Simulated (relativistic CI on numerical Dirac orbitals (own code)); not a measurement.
## Radial parameters of Eu IX

These numbers are calculated, not measured: Dirac-Coulomb-Breit CI, KLI orbitals optimised for each configuration, model QED (radiative potential, 1s self-energy scaled to tabulated hydrogen-like ionisation energies), unscaled Slater integrals (own radial code, finite nucleus).

Slater integrals F^k, G^k are unscaled and averaged over j, outside the closed core [Kr] 4d10 5s2; ζ comes from projecting the Hamiltonian with its Breit term on Σ l·s of the shell.

- 4f5 5p2: F^2(4f,4f) = 127120, F^4(4f,4f) = 80476, F^6(4f,4f) = 58105, ζ(4f) = 1452.3, F^2(5p,5p) = 77826, F^2(4f,5p) = 61040, G^2(4f,5p) = 28224, G^4(4f,5p) = 23055, ζ(5p) = 29888 cm⁻¹; <r>(4f) = 0.7714, <r^2>(4f) = 0.7234, <r>(5p) = 1.381, <r^2>(5p) = 2.129 (bohr units).
- 4f6 6s: F^2(4f,4f) = 124610, F^4(4f,4f) = 78797, F^6(4f,4f) = 56866, ζ(4f) = 1339.9, G^3(4f,6s) = 6054.2 cm⁻¹; <r>(4f) = 0.7846, <r^2>(4f) = 0.7491, <r>(6s) = 2.392, <r^2>(6s) = 6.337 (bohr units).

Averages of the first 2 configurations, taken without configuration mixing, which lowers the lowest level and can move excited configurations by several eV; other configurations of the list can lie among them:

```json
{"Configuration": "4f5 5p2", "Parity": "odd", "States": "30030", "Average energy above the lowest level (eV)": "17.1"}
{"Configuration": "4f6 6s", "Parity": "even", "States": "6006", "Average energy above the lowest level (eV)": "77.7"}
```
